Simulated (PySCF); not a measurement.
How methods differ on the excitation energy of P⁺

P⁺ [Ne] 3s2 3p2 (3P) → P⁺ [Ne] 3s1 3p3 (5S), as a difference of total energies. Computed with PySCF 2.14 in aug-cc-pV(T+d)Z, with the non-relativistic Hamiltonian (point nucleus). Correlated levels: valence: [Ne] frozen. The calculations carry no spin-orbit coupling.

```csv
method,excitation energy (eV),error (eV)
UHF,3.897,-1.730
LDA,5.788,+0.161
PBE,5.686,+0.059
PBE0,5.474,-0.153
r2SCAN,4.891,-0.736
revPBE,5.585,-0.042
TPSS,5.621,-0.006
CAM-B3LYP,6.064,+0.437
r2SCAN0,4.956,-0.671
MP2 (valence),4.973,-0.654
SCS-MP2 (valence),5.488,-0.139
```

Reference: 5.627 eV (measured; NIST levels, between the centres of gravity of the two terms).

Errors of the correlated levels include the incompleteness of this basis and the frozen core.
